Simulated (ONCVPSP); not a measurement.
# An all-electron radial function and its pseudo partner (P (Z = 15))

Columns: radius, all-electron u(r) and pseudo u(r) of the 2s shell (level -173.14 eV) of phosphorus in the configuration [He] 2s2 2p6 3s2 3p3; LDA (Perdew-Zunger), scalar-relativistic, ONCV scheme, ONCVPSP 4.0.1.

```tsv
r (bohr)	all-electron	pseudo
0.047	-0.6613	0.2495
0.095	-0.4611	0.4943
0.142	0.0023	0.7150
0.190	0.4865	0.9129
0.237	0.8747	1.0738
0.285	1.1587	1.2008
0.332	1.3312	1.2865
0.380	1.4196	1.3357
0.427	1.4393	1.3486
0.475	1.4099	1.3299
0.522	1.3481	1.2855
0.570	1.2633	1.2194
0.617	1.1683	1.1400
0.665	1.0659	1.0496
0.712	0.9651	0.9567
0.760	0.8651	0.8614
0.807	0.7722	0.7708
0.855	0.6836	0.6832
0.902	0.6040	0.6038
0.950	0.5299	0.5298
0.997	0.4646	0.4645
1.045	0.4050	0.4049
1.092	0.3531	0.3530
1.140	0.3062	0.3061
1.187	0.2657	0.2657
1.235	0.2295	0.2294
```

Question: How many radial nodes do the two functions have?

Answer: The all-electron 2s function has n − l − 1 = 1; the pseudo-wave has 0, since the states of the same l below it are removed with the core.

Question: At about which radius was the pseudo-wave matched?

Answer: 0.95 bohr. The columns agree to 0.0005 from 0.85 bohr on; several derivatives are matched, so the curves merge somewhat inside the radius.

Question: Where does each function peak?

Answer: Outermost all-electron maximum near 0.43 bohr, pseudo maximum near 0.43 bohr (to the table’s step).

Question: Is the pseudo-wave norm-conserving?

Answer: Yes: the ONCV scheme keeps the norm inside the radius equal to the all-electron one, which fixes the energy derivative of the logarithmic derivative at the level.
